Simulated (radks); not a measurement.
Results of a calculation; reference values are marked as such.
Level of theory: scalar-relativistic Kohn-Sham, LDA (Slater exchange, VWN5 correlation), spin-polarised, spherical densities, finite nucleus; open shells are filled with parallel spins first (spin-orbit coupling, left out, can overturn this in heavy ions); Fermi nuclear charge, rms radius of each element as measured or else 0.836 A^(1/3) + 0.57 fm (a radial shooting solver on a logarithmic mesh with Libxc functionals). Response by self-consistent Sternheimer equations with the Hartree and adiabatic LDA kernel, the relativistic mass of each level held fixed and spin-orbit coupling left out. For heavy and open-shell atoms this level of theory can miss by tens of per cent. Estimate the static dipole polarisabilities of In+ ([Kr] 4d10 5s2) and Mo ([Kr] 4d5 5s1) and the C6 coefficients of the three pairs.

Answer. alpha = 22.76 and 71.27 bohr^3; C6 = 155.4 (In+-In+), 325.0 (In+-Mo), 741.4 (Mo-Mo) hartree bohr^6.
